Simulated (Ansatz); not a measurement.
Harmonic frequencies (cm⁻¹) at PBE0-D4/def2-TZVP from Ansatz: 74, 97, 184, 222, 243, 300, 344, 363, 466, 489, 552, 614, 829, 916, 960, 994, 1090, 1131, 1150, 1196, 1200, 1286, 1299, 1334, 1380, 1420, 1438, 1476, 1481, 1490, 3067, 3079, 3088, 3129, 3165, 3174.

Each molecule was computed in one conformer, which needn't be the lowest.

(1) Which molecule is it?
A. `FCC(F)(CF)CF`
B. `FCC(CF)C(F)F`
C. `FCC(F)CC(F)F`
D. `CC(F)(F)C(F)CF`

## Answers

(1) D.
